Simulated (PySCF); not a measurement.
# Silver: a sound run and one with changed settings

Sound run: Ag⁺ [Kr] 4d10, Ag²⁺ [Kr] 4d9. Computed with PySCF 2.14 in cc-pVDZ-PP with ECP28MDF (4s4p3d1f, 38 functions), with a scalar-relativistic core potential. The sound run starts from symmetry-adapted Hartree-Fock orbitals and uses a fine grid where one is needed.

Changed run: basis STO-3G, all-electron and non-relativistic. This setting is unsound on purpose.

```json
{"species": "Ag⁺", "method": "UHF", "sound run (hartree)": "-145.82049", "changed run (hartree)": "-5146.23635", "converged": "yes"}
{"species": "Ag⁺", "method": "B3LYP", "sound run (hartree)": "-146.67852", "changed run (hartree)": "-5148.04293", "converged": "yes"}
{"species": "Ag⁺", "method": "PBE", "sound run (hartree)": "-146.63052", "changed run (hartree)": "-5147.47040", "converged": "yes"}
{"species": "Ag²⁺", "method": "UHF", "sound run (hartree)": "-145.09520", "changed run (hartree)": "-5145.91010", "converged": "yes"}
{"species": "Ag²⁺", "method": "B3LYP", "sound run (hartree)": "-145.88086", "changed run (hartree)": "-5147.67796", "converged": "yes"}
{"species": "Ag²⁺", "method": "PBE", "sound run (hartree)": "-145.83085", "changed run (hartree)": "-5147.10530", "converged": "yes"}
```

Ionisation energy of Ag⁺:

| method | sound run (eV) | changed run (eV) |
| --- | --- | --- |
| UHF | 19.736 | 8.878 |
| B3LYP | 21.705 | 9.931 |
| PBE | 21.760 | 9.935 |

A minimal basis cannot let orbitals breathe on ionisation and holds almost no correlation. The Hamiltonian changed with the basis, so the totals do not compare.

For comparison, NIST gives 21.484 eV between the lowest levels.
